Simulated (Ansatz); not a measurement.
`F[SiH2]C[SiH](F)F` → `[CH2]` (triplet) + `F[SiH2][SiH](F)F` at 400 K and 1 bar (formal loss of a carbene).

Isolated molecules relaxed with PBE0-D4/def2-TZVP in Ansatz; ΔE leaves out vibrations. CCSD(T)/CBS adds triple-zeta CCSD(T) − MP2 to the extrapolated MP2 energy (def2 sets, frozen cores). This one scheme is used for every species. Triplets are unrestricted, without spin–orbit coupling. One conformer a species, not always the lowest.

| species | CCSD(T)/CBS energy (Eh) | H − E (kJ/mol) | S (J/(mol·K)) |
| --- | --- | --- | --- |
| `F[SiH2]C[SiH](F)F` | -918.82142 | 201.8 | 430.6 |
| `[CH2]` (triplet) | -39.09499 | 59.0 | 205.7 |
| `F[SiH2][SiH](F)F` | -879.52477 | 124.1 | 387.3 |

H − E and S are ideal-gas, rigid-rotor, harmonic terms from PBE0-D4/def2-TZVP, for one conformer and one mirror image of each species, with the whole ground term of open shells counted as degenerate. 1 Eh = 2625.50 kJ/mol, R = 8.31446 J/(mol·K).

Q: By hand: ΔE, ΔH, ΔS and ΔG.

A: ΔE = (-39.09499) + (-879.52477) − (-918.82142) = 0.20166 Eh = 529.5 kJ/mol. Δ(H − E) = 59.0 + 124.1 − 201.8 = -18.7, so ΔH = 510.8 kJ/mol. ΔS = 205.7 + 387.3 − 430.6 = 162.4 J/(mol·K). ΔG = 510.8 − 400 × (162.4)/1000 = 445.8 kJ/mol.

Q: By hand: the equilibrium constant, and the temperature at which ΔG would vanish if ΔH and ΔS stayed fixed.

A: log₁₀ K = −ΔG/(RT ln 10) = -58.2. ΔG = 0 at ΔH/ΔS = 3145 K, far beyond where these terms or the molecules hold.

The number of gas molecules changes by +1, which sets the sign of ΔS. A doubt of 5 kJ/mol in ΔE shifts log₁₀ K by 0.7 here. Other conformers and mirror images would add mixing entropy, several J/(mol·K) or more a flexible species. Modes under 60 cm⁻¹, often nearly free rotors, make the harmonic entropy too high. A triplet takes part, so the spin changes. These are equilibria of isolated gas molecules and say nothing of rates. Largest T1 diagnostic: 0.012 (customary marks: 0.02 for closed shells, 0.045 for open ones).
